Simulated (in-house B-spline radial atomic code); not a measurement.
Functionals against ionisation energies along an isoelectronic series: Ho to Yb³⁺

Ionisation energies as differences of self-consistent total energies from a B-spline radial code for spherical atoms: all electrons, radial basis limit, scalar-relativistic (one-electron X2C), spin-polarised at highest spin, spherical densities; exact exchange is averaged over the determinants of each configuration. No spin-orbit coupling, Breit or QED terms. NIST's values run from ground level to ground level, so in open shells the differences also hold multiplet and fine-structure energies that spherical high-spin averages miss. Columns give computed minus NIST, in eV; a star marks a semi-empirical value. Species are left out where the tabulated value is theory, is uncertain by more than 0.12 eV, or (13 ions, such as In⁴⁺, Te⁴⁺ and Bi⁴⁺) lies off its series for all methods alike, which flatters the means a little.

```csv
species,shell,NIST (eV),LDA VWN5,LDA exchange-only,BP86,TPSSh,wB97X,AM05
Ho,6s,6.02,+0.24,-0.80,+0.18,-0.17,+0.19,-0.06
Er⁺,6s,11.92 ± 0.02*,?,?,?,?,?,?
Tm²⁺,4f,23.66 ± 0.03*,+2.47,+0.67,+2.20,+1.42,+0.97,+2.18
Yb³⁺,4f,43.61 ± 0.04*,+2.48,+0.53,+2.20,+1.50,+1.15,+2.20
```

Q: What are the differences for Er⁺ ([Xe] 4f12 6s1)?

A: LDA VWN5 +0.46; LDA exchange-only -0.25; BP86 +0.30; TPSSh -0.15; wB97X -0.43; AM05 +0.15 eV.

Q: How do the methods rank, and which species is hardest?

A: Mean absolute (signed) differences: LDA exchange-only 0.56 (+0.04) eV; wB97X 0.68 (+0.47) eV; TPSSh 0.81 (+0.65) eV; AM05 1.15 (+1.12) eV; BP86 1.22 (+1.22) eV; LDA VWN5 1.41 (+1.41) eV. For Tm²⁺, which loses a 4f electron, the nearest method is off by +0.67 eV, the largest such miss.
